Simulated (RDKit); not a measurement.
RDKit input (MMFF94):

```python
from rdkit import Chem
from rdkit.Chem import AllChem, rdDetermineBonds

mol = Chem.MolFromXYZFile('mol.xyz')
rdDetermineBonds.DetermineBonds(mol, charge=0)
print('SMILES', Chem.MolToSmiles(Chem.RemoveHs(mol)))
ff = AllChem.MMFFGetMoleculeForceField(mol, AllChem.MMFFGetMoleculeProperties(mol))
e0 = ff.CalcEnergy()
flag = ff.Minimize(maxIts=5000, forceTol=1e-5)
print(f'energy {e0:.4f} -> {ff.CalcEnergy():.4f} kcal/mol, converged: {flag == 0}')
print(Chem.MolToXYZBlock(mol))
```
mol.xyz:
```
5

F     -0.03138900     0.14495700     1.82106600
Si    -0.00423300     0.01954800     0.24558300
Cl     1.88985100    -0.41273100    -0.32593000
Cl    -0.60101200     1.78635400    -0.54391200
Cl    -1.26873600    -1.46646300    -0.29649600
```

Output:

```
SMILES F[Si](Cl)(Cl)Cl
energy 2.1018 -> 0.7585 kcal/mol, converged: True
5

F     -0.032769    0.151331    1.901143
Si    -0.005327    0.024601    0.309062
Cl     1.864131   -0.411158   -0.374668
Cl    -0.591621    1.756928   -0.589577
Cl    -1.249932   -1.450037   -0.345649
```

The geometry given is a B3LYP-D3(BJ)/def2-TZVP minimum.
